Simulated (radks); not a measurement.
Species: H. Configuration: 2s1 (not the ground configuration).

All-electron calculation, non-relativistic Kohn-Sham, r2SCAN, spin-polarised, spherical densities, point nucleus; open shells are filled with parallel spins first; meta-GGA in the generalised Kohn-Sham scheme. Program: a radial shooting solver on a logarithmic mesh with Libxc functionals.

Energy parts (eV):
total: -3.518
kinetic: 3.518
electron-nucleus: -6.919
Hartree: 2.133
exchange-correlation: -2.250

Orbitals (lengths in bohr, moments of r in powers of bohr; r(max) is where P^2 peaks):
orbital,occ.,eigenvalue (eV),<r^2>,<1/r>,r(max)
1s up,0,-9.9815,2.318,1.225,0.8242
2s up,1,-2.1521,38.21,0.2543,5.078
2p up,0,-1.4509,43.56,0.1887,5.221

The highest occupied level is 2s up at -2.152 eV. The configuration is held as typed, so some empty levels lie below it. Virial ratio -V/T = 2.00000. The electron density at the nucleus is 0.04138 e/bohr^3. The spin density at the nucleus is 0.04138 e/bohr^3 (2s 0.04138), a Fermi contact field of 2.17 T.
